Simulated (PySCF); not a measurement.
Spin-rotation constants: `P1[SiH2]c2c(cco2)[SiH2]1`, C₄H₇OPSi₂

Cartesian coordinates in Å; atom numbers follow the order of the lines, from 1:
```xyz
15

C     2.468   -0.565   -0.343
C     1.965    0.691   -0.189
C     0.560    0.541   -0.076
C     0.324   -0.816   -0.172
O     1.484   -1.481   -0.333
Si   -1.388   -1.578   -0.091
P    -2.641    0.284    0.067
Si   -0.890    1.708    0.138
H     3.471   -0.924   -0.464
H     2.517    1.608   -0.162
H    -1.723   -2.287   -1.327
H    -1.520   -2.457    1.073
H    -2.816    0.213    1.432
H    -0.821    2.430    1.412
H    -0.996    2.641   -0.987
```

Level of theory: GIAO B3LYP/pcSseg-1 magnetisability, rotational g tensor and spin-rotation constants, non-relativistic, gas phase (PySCF). Geometry: GFN2-xTB.

(1) Give the nuclear spin-rotation constants along the inertial axes (H = +C I·J) beside the isotropic shieldings.

(2) How do the rotational constants and the g tensor change when H9, H10, H11, H12, H13, H14, H15 are replaced by deuterium?

Results:

(1) Rotational constants 2.1193, 1.0504, 0.7177 GHz. A star marks the isotopologue with that one atom substituted, in its own axes.
| atom | isotope | Caa (kHz) | Cbb (kHz) | Ccc (kHz) | mean (kHz) | σ (ppm) |
| --- | --- | --- | --- | --- | --- | --- |
| P7 | 31P | 1.609 | 0.801 | 0.682 | 1.030 | 628.0 |
| H9 | 1H | 0.245 | -0.110 | -0.074 | 0.021 | 23.9 |
| H10 | 1H | -0.157 | 0.085 | -0.084 | -0.052 | 25.1 |
| H11 | 1H | -0.199 | -0.043 | 0.002 | -0.080 | 27.0 |
| H12 | 1H | -0.190 | -0.049 | 0.005 | -0.078 | 26.7 |
| H13 | 1H | -0.222 | -0.125 | 0.002 | -0.115 | 31.0 |
| H14 | 1H | -0.183 | -0.050 | 0.004 | -0.076 | 26.7 |
| H15 | 1H | -0.192 | -0.045 | 0.003 | -0.078 | 26.9 |
| C1 | 13C* | 1.042 | 0.378 | 0.170 | 0.530 | 22.0 |
| C2 | 13C* | 0.780 | 0.433 | 0.099 | 0.437 | 60.4 |
| C3 | 13C* | 1.025 | 0.404 | 0.108 | 0.512 | 39.9 |
| C4 | 13C* | 1.098 | 0.402 | 0.183 | 0.561 | 9.1 |
| O5 | 17O* | -0.967 | -0.433 | -0.068 | -0.489 | 3.8 |
| Si6 | 29Si* | -1.146 | -0.603 | -0.456 | -0.735 | 389.5 |
| Si8 | 29Si* | -1.154 | -0.610 | -0.455 | -0.740 | 386.9 |

For the geometry as given, no vibrational averaging.

(2) Constants 1.8347, 0.9699, 0.6596 GHz; g -0.0382, -0.0213, -0.0006, against -0.0440, -0.0231, -0.0007 before.
